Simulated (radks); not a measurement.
Tb0.7+, 64.3 electrons, occupied as [Xe] 4f9 6s1.3 (fractional occupations, a model configuration).

Method: scalar-relativistic Kohn-Sham, SCAN, spin-unpolarised, spherical densities, finite nucleus; meta-GGA in the generalised Kohn-Sham scheme; Fermi nuclear charge, rms radius 5.06 fm; computed with a radial shooting solver on a logarithmic mesh with Libxc functionals.

Energy parts (eV):
total: -318635.84
kinetic: 342915.07
electron-nucleus: -778360.92
Hartree: 123799.05
exchange-correlation: -6989.04

Orbitals (lengths in bohr, moments of r in powers of bohr; <r^-3> diverges for s and p1/2; r(max) is where P^2 peaks; r(90%) holds 90 % of the orbital's charge):
orbital  occ.  eigenvalue (eV)  r(90%)   r(max)  <r^-3>
1s          2        -51932.30  0.0389  0.01364       -
2s          2        -8635.060   0.142  0.07742       -
2p          6        -7669.402   0.132  0.06281   12100
3s          2        -1928.419   0.350   0.2194       -
3p          6        -1628.452   0.356   0.2155    2563
3d         10        -1237.910   0.337   0.1767   343.2
4s          2        -389.5391   0.777   0.5050       -
4p          6        -290.2967   0.834   0.5270   567.7
4d         10        -153.8312   0.939   0.5469   63.83
4f          9          -7.2726    1.59   0.5556   8.208
5s          2         -52.8259    1.92    1.176       -
5p          6         -29.6602    2.32    1.351   71.95
6s        1.3          -7.2560    5.66    3.400       -

The highest occupied level is 6s at -7.256 eV. Summed over all electrons, <r^2> = 61.61 bohr^2, which gives a Langevin (diamagnetic) susceptibility term of -48.8 x 10^-6 cm^3/mol. The electron density at the nucleus is 7.2e+05 e/bohr^3 (large components only).
